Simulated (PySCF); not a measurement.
SCF from a fresh guess for triplet WF₃⁺, at the B3LYP minimum. PySCF input:

```python
from pyscf import gto, scf, dft
mol = gto.M(atom='''
W     -0.025064     0.000000    -0.023133
F      0.217415    -0.000000     1.776849
F      1.655630     0.000000    -0.710272
F     -1.587456     0.000000    -0.915369''',
    basis={'W': 'def2-SVP', 'F': 'def2-SVP'},
    ecp={'W': 'def2-SVP'},
    charge=1, spin=2)
mf = dft.UKS(mol, xc='B3LYP')
mf.grids.atom_grid = (50, 194)
aux = {'W': 'def2-universal-JKFIT', 'F': 'def2-universal-JKFIT'}
mf = mf.density_fit(auxbasis=aux)
mf.conv_tol = 1e-08
mf.diis_space = 10
mf.max_cycle = 60
mf.init_guess = 'minao'
mf.verbose = 4
mf.kernel()
```

Excerpt of the output (cycles alone):

```
init E= -354.221643277117
cycle= 1 E= -365.882802827229  delta_E= -11.7  |g|= 0.84  |ddm|= 5.07
cycle= 2 E= -361.366258871228  delta_E= 4.52  |g|= 3.43  |ddm|= 2.92
cycle= 3 E= -366.122858422095  delta_E= -4.76  |g|= 0.362  |ddm|= 2.46
cycle= 4 E= -366.148669068477  delta_E= -0.0258  |g|= 0.255  |ddm|= 0.379
cycle= 5 E= -366.171276144575  delta_E= -0.0226  |g|= 0.0233  |ddm|= 0.156
cycle= 6 E= -366.171566800134  delta_E= -0.000291  |g|= 0.00513  |ddm|= 0.0308
cycle= 7 E= -366.171580354656  delta_E= -1.36e-05  |g|= 0.00166  |ddm|= 0.00649
cycle= 8 E= -366.171580859206  delta_E= -5.05e-07  |g|= 0.00195  |ddm|= 0.00267
cycle= 9 E= -366.171582356797  delta_E= -1.5e-06  |g|= 0.000329  |ddm|= 0.00156
cycle= 10 E= -366.171582457127  delta_E= -1e-07  |g|= 4.12e-05  |ddm|= 0.000669
cycle= 11 E= -366.171582458847  delta_E= -1.72e-09  |g|= 1.7e-05  |ddm|= 9.22e-05
Extra cycle  E= -366.171582458786  delta_E= 6.05e-11  |g|= 2.54e-05  |ddm|= 3.26e-05
converged SCF energy = -366.171582458786  <S^2> = 2.0041271  2S+1 = 3.0027501
```

No lower solution of this spin was found from smeared starts or by a stability analysis within the unrestricted form.

Other spin states or occupations of the open shell can lie lower. Spin–orbit coupling, left out here, can matter for elements this heavy.

The search for the lowest solution, 3 starts and the stability check together, took 15 s on 2 threads of a shared Arm Neoverse N1 host, with 74 basis functions; the process peaked at 0.4 GiB.
